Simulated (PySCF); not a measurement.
# The Al–Cl bond energy of AlCl₃

Level of theory: PBE0/[Al def2-TZVP, Cl def2-TZVP], no relativity, density fitting, PySCF.

Each entry is the lowest minimum that a search over a few typed start shapes (and spin states, where more than one is plausible) found, or that minimum re-optimised at the stated level; isomers with ligand–ligand bonds, or fragments after loss of a ligand pair, can lie lower.

Total energies (Eh), which compare only within these settings: Cl atom -459.99741.

| species | 2S+1 | group | E (Eh) | ZPE (kJ/mol) |
| --- | --- | --- | --- | --- |
| AlCl₂ | 2 | C2v | -1162.55060 | 7.1 |
| AlCl₃ | 1 | D3h | -1622.72797 | 12.7 |

(1) What are De and D0 for AlCl₃ → AlCl₂ + Cl?

Answers

(1) De = [(-1162.55060) + (-459.99741) − (-1622.72797)] × 2625.5 = 472 kJ/mol. The zero-point energy changes by -5.7 kJ/mol, so D0 = 467 kJ/mol.

Atoms and open shells are unrestricted, without spin–orbit or basis-set superposition corrections.
